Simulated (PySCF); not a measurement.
**How methods differ on the ionisation energy of Mn**

Mn [Ar] 3d5 4s2 (6S) → Mn+ [Ar] 3d5 4s1 (7S), as a difference of total energies. All numbers are calculated (PySCF 2.14, the non-relativistic Hamiltonian (point nucleus), in cc-pVDZ). Correlated levels: valence: [Ar] frozen. The calculations carry no spin-orbit coupling.

Task: Order these methods by the ionisation energy they give, lowest first.
A. SCS-MP2 (valence)
B. M06-L
C. MN15
D. MP2 (valence)

Result: D (6.845 eV), A (7.027 eV), C (7.325 eV), B (7.543 eV).

These non-relativistic numbers lack the scalar-relativistic shift.

Errors of the correlated levels include the incompleteness of this basis and the frozen core.

MP2 underrates the near-degeneracy of ns² with np² in the lower species.

For comparison: 7.434 eV (measured; NIST Atomic Spectra Database, ionization energies).
